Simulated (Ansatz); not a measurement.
Wavefunction ladder for BClH6N2Si

```xyz
11

B     1.649    0.553    0.560
Si   -0.032   -0.017   -0.213
N    -1.302    0.996   -0.664
N    -0.457   -1.607   -0.580
Cl    0.410    0.201    2.140
H     1.902    1.722    0.542
H     2.540   -0.243    0.605
H    -2.251    0.694   -0.803
H    -1.234    1.987   -0.504
H    -1.401   -1.927   -0.718
H     0.176   -2.359   -0.364
```

The species carries charge 0 and has multiplicity 1. The bonds changed during the relaxation, so this is another structure than the one it started from. The geometry is a stationary point of PBE0-D4/def2-TZVP. It is one conformer, not always the lowest. Frozen core, restricted reference, the Gaussian-basis code of Ansatz. CBS rows extrapolate triple and quadruple zeta; past MP2 they add the triple-zeta difference.

```json
{"basis": "def2-SVP", "HF (Eh)": "-885.24147", "MP2 corr.": "-0.66076"}
{"basis": "def2-TZVPP", "HF (Eh)": "-885.67130", "MP2 corr.": "-0.85062"}
{"basis": "def2-QZVPP", "HF (Eh)": "-885.69994", "MP2 corr.": "-0.91760"}
```

**Question.** Estimate the CCSD correlation energy and the (T) correction in each basis where they were run (hartree).

**Answer.** 
| basis | CCSD corr. | (T) |
| --- | --- | --- |
| def2-SVP | -0.71421 | -0.01937 |
| def2-TZVPP | -0.89860 | -0.03741 |
| CBS(def2) | -1.01520 | as TZ |
